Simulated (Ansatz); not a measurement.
Start from `[CH3][In]([F])[I]` and change one atom or group to get `[CH3][In]([F])[F]`.

Ansatz, PBE0-D4/def2-TZVP geometries, multiplicity 1. 

Elements past krypton have def2 core potentials.

| property | `[CH3][In]([F])[I]` |
| --- | --- |
| HOMO–LUMO gap (ωB97M-V/def2-TZVPP) / eV | 9.86 |
| LUMO energy (PBE0/def2-TZVPP) / eV | -1.78 |
| LUMO energy (ωB97M-V/def2-TZVPP) / eV | 0.02 |
| HOMO energy (ωB97M-V/def2-TZVPP) / eV | -9.84 |
| HOMO–LUMO gap (PBE0/def2-TZVPP) / eV | 5.93 |
| LUMO energy (B3LYP/def2-TZVPP) / eV | -2.09 |

(1) Give the same properties after the change, and the shifts. (Estimate.)

Results:

(1) Ansatz gave: 
```tsv
property	`[CH3][In]([F])[F]`	shift
HOMO–LUMO gap (ωB97M-V/def2-TZVPP) / eV	11.61	1.75
LUMO energy (PBE0/def2-TZVPP) / eV	-1.68	0.10
LUMO energy (ωB97M-V/def2-TZVPP) / eV	0.14	0.12
HOMO energy (ωB97M-V/def2-TZVPP) / eV	-11.47	-1.63
HOMO–LUMO gap (PBE0/def2-TZVPP) / eV	7.55	1.62
LUMO energy (B3LYP/def2-TZVPP) / eV	-2.05	0.04
```

With PBE0 the HOMO falls by 1.52 eV and the LUMO rises by 0.10 eV, so the gap widens by about 1.62 eV. PBE moves the HOMO by -1.17 eV and ωB97M-V by -1.63 eV.

B3LYP here is the variant with VWN-RPA as its local correlation; programs differ in this.

Spin–orbit coupling is left out; it splits and shifts lone-pair levels of the heavy atoms by tenths of an eV.
